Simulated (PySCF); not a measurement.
# Polarisability and C₆ of Si (silicon, neutral)

[Ne] 3s2 3p2, high-spin 3P determinant. Computed with PySCF 2.14 in aug-cc-pCVQZ-DK (10s9p7d5f3g, 134 functions), with the spin-free X2C one-electron Hamiltonian (Gaussian nucleus). Coupled (time-dependent) response in atomic units; α is the mean over directions.

```csv
method,mean α (bohr³),"α xx, yy, zz",C₆ (like pair),S(−4)
UHF,38.49,"32.53, 41.47, 41.47",316.1,561.6
PBE,41.79,"34.00, 45.68, 45.68",343.5,775.1
```

S(−4) is the Cauchy moment in α(ω) = α(0) + S(−4) ω² + …

Reference α: 37.3 ± 0.7 bohr³ (recommended; Schwerdtfeger and Nagle, table of static dipole polarizabilities (2023 update)). Published C₆: 305.0 (Chu and Dalgarno (2004); Tang, Norbeck and Certain (1976)).

α(iu) at UHF:

| u (hartree) | α(iu) (bohr³) |
| --- | --- |
| 0 | 38.49 |
| 0.0500 | 37.15 |
| 0.100 | 33.75 |
| 0.200 | 25.22 |
| 0.300 | 18.18 |
| 0.500 | 9.930 |
| 0.750 | 5.414 |
| 1.00 | 3.374 |
| 1.50 | 1.694 |
| 2.00 | 1.043 |
| 3.00 | 0.5406 |
| 5.00 | 0.2474 |

A single London oscillator, α(iu) = α/(1 + u²/ω²), gives C₆ = (3/4) ω α². Matching the computed C₆ needs ω = 4 × 316.1 / (3 × 38.49²) = 0.284 hartree.

The components differ because the open shell of this determinant is not spherical; for a pure term their mean is the scalar polarisability.
